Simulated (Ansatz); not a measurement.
Reaction R1 → P1 + P2, each structure at its B3LYP-D3(BJ)/def2-TZVP stationary point, reached from a drawn start (curvature not checked).
R1: BH3O3 (SMILES OB(O)O), charge 0, multiplicity 1.
P1, BH2O2 (SMILES O[B]O) (charge 0, multiplicity 2):
```json
[
 {"atom": "B", "x (Å)": "0.1763", "y (Å)": "0.4209", "z (Å)": "-0.4068"},
 {"atom": "O", "x (Å)": "1.3498", "y (Å)": "-0.1090", "z (Å)": "-0.0249"},
 {"atom": "H", "x (Å)": "1.2756", "y (Å)": "-0.8151", "z (Å)": "0.6369"},
 {"atom": "O", "x (Å)": "-1.0243", "y (Å)": "0.0158", "z (Å)": "0.0808"},
 {"atom": "H", "x (Å)": "-1.7774", "y (Å)": "0.4872", "z (Å)": "-0.2861"}
]
```
P2, OH (SMILES [OH]) (charge 0, multiplicity 2):
```xyz
2

O      0.0000     0.0000     0.4884
H      0.0000     0.0000    -0.4884
```

P less R. No zero-point or thermal terms; singlets are restricted closed shells; open shells are unrestricted; no spin–orbit coupling. One arrangement of each flexible species, with no search for the lowest.

Frozen-core correlation throughout.

Run with Ansatz (a program for electronic structure). No computed number here is a measurement.

Total energies in hartree:

| structure | PBE/def2-TZVPP | B3LYP/def2-TZVPP | CCSD(T)/cc-pVQZ |
|---|---|---|---|
| R1 | -252.329825 | -252.617789 | -252.238121 |
| P1 | -176.409194 | -176.614272 | -176.333298 |
| P2 | -75.683357 | -75.769840 | -75.661589 |

**Question.** Work out the reaction energy at each level in eV (1 hartree = 27.21139 eV), and say how far PBE/def2-TZVPP lies from CCSD(T)/cc-pVQZ.

**Answer.** 
- PBE/def2-TZVPP: (-176.409194) + (-75.683357) − (-252.329825) = 0.237274 hartree = 6.457 eV
- B3LYP/def2-TZVPP: (-176.614272) + (-75.769840) − (-252.617789) = 0.233677 hartree = 6.359 eV
- CCSD(T)/cc-pVQZ: (-176.333298) + (-75.661589) − (-252.238121) = 0.243234 hartree = 6.619 eV
PBE/def2-TZVPP less CCSD(T)/cc-pVQZ: -0.162 eV. CCSD(T)/cc-pVQZ is the level counted from, the highest shown, and no exact or measured value.
